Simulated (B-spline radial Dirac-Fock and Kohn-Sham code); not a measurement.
Calculated with a B-spline atomic structure program, using Dirac-Fock energy differences between relaxed states, corrected for Breit and QED terms. Correlation energy is missing from these numbers.

**Question.** Identify the element and charge state from the binding energies below (tabulated ground configuration; the least bound level is included).

```
level  binding energy (eV)
   1s              93474.7
   2s              22432.7
   2p              20562.1
```

**Answer.** Tl⁷³⁺: Z = 81 with 8 electrons, [He] 2s2 2p4. The hydrogen-like estimate √(E/Ry) = 82.9 for the K level lies 1.9 above Z (screening lowers it, relativity raises it); the outermost level, at 20562.1 eV, fixes the charge.

**Question.** Identify the element and charge state from the binding energies below (tabulated ground configuration; the least bound level is included).

```csv
level,binding energy (eV)
K,41062.6
L1,8339.2
L2,7977.8
L3,7562.2
M1,3103.4
M2,2956.3
"M4,5",2661.4
```

**Answer.** La³⁸⁺: Z = 57 with 19 electrons, [Ar] 3d1. The hydrogen-like estimate √(E/Ry) = 54.9 for the K level lies 2.1 below Z (screening lowers it, relativity raises it); the outermost level, at 2661.4 eV, fixes the charge.
